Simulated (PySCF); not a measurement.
BeN at PBEsol

Level: PBEsol. PySCF, no relativity, basis sets Be pcseg-2, N pcseg-2.

```json
{"state": "⁴Σ⁻ (quartet), unpaired electrons σ ↑, π ↑↑", "bond length": "1.614 Å", "harmonic wavenumber": "918 cm⁻¹", "force constant": "2.72 mdyn/Å", "rotational constant Be": "1.180 cm⁻¹", "anharmonicity ωexe": "9.54 cm⁻¹", "vibration–rotation constant αe": "0.0172 cm⁻¹", "well depth De to Be + N": "2.29 eV", "dissociation energy D0": "2.23 eV", "bond order (Mayer)": "1.08", "dipole moment (positive dipole means Be(−)N(+))": "-1.28 D"}
```

The state was picked by a PBE0 search and need not be the measured ground state.
